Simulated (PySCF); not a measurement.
Mapped SMILES: `[CH2:1]=[CH:2]/[CH:3]=[N:4]/[SiH3:5]`; H(Xn) means a hydrogen on atom n. Ha(C1) is cis to C3; Hb(C1) is trans to C3.

Geometry: PBE0-D3(BJ)/def2-SVP; GIAO shifts from PySCF, gas phase, non-relativistic, averaged over equivalent atoms.

At PBE0/cc-pVTZ (252 basis functions, 27 s wall time on 1 thread of an Arm Neoverse V2, shared host):
```
 atoms  δ (ppm)
    C3    180.8
    C2    148.3
    C1    137.8
    N4    378.7
   Si5    -39.3
 H(C3)     8.95
 H(C2)     6.70
Hb(C1)     6.36
Ha(C1)     6.09
H(Si5)     4.96
```

Scale: 13C (187.29 ppm) and 29Si (360.00 ppm) and 1H (31.29 ppm) vs TMS; 15N (266.77 ppm) against NH3 (reference shieldings calculated alike).

Q: Predict the values at B3LYP/pcSseg-2 on the same geometry.

A: 
```json
{"atoms": "C3", "δ at B3LYP/pcSseg-2": "186.3", "change": "+5.5"}
{"atoms": "C2", "δ at B3LYP/pcSseg-2": "155.4", "change": "+7.1"}
{"atoms": "C1", "δ at B3LYP/pcSseg-2": "141.9", "change": "+4.1"}
{"atoms": "N4", "δ at B3LYP/pcSseg-2": "392.2", "change": "+13.5"}
{"atoms": "Si5", "δ at B3LYP/pcSseg-2": "-51.1", "change": "-11.8"}
{"atoms": "H(C3)", "δ at B3LYP/pcSseg-2": "8.89", "change": "-0.06"}
{"atoms": "H(C2)", "δ at B3LYP/pcSseg-2": "6.72", "change": "+0.02"}
{"atoms": "Hb(C1)", "δ at B3LYP/pcSseg-2": "6.26", "change": "-0.10"}
{"atoms": "Ha(C1)", "δ at B3LYP/pcSseg-2": "5.99", "change": "-0.10"}
{"atoms": "H(Si5)", "δ at B3LYP/pcSseg-2": "4.87", "change": "-0.09"}
```

δ = σ(ref) − σ, references computed at the same level: 13C (σ = 179.19 ppm), 29Si (σ = 324.61 ppm), 1H (σ = 31.39 ppm) against TMS; 15N (σ = 258.52 ppm) vs NH3.

The largest change is at N4 (imine nitrogen). Cost: 285 basis functions, 62 s wall time on 1 thread of an Arm Neoverse N1, shared host. The order of the carbon signals is the same at both levels.

Experimental scales use liquid or dissolved standards, which lie at an offset from isolated NH3 (liquid NH3: subtract about 20 ppm). Unscaled 15N shifts of sp2 nitrogen come out 20 to 40 ppm too high even then.
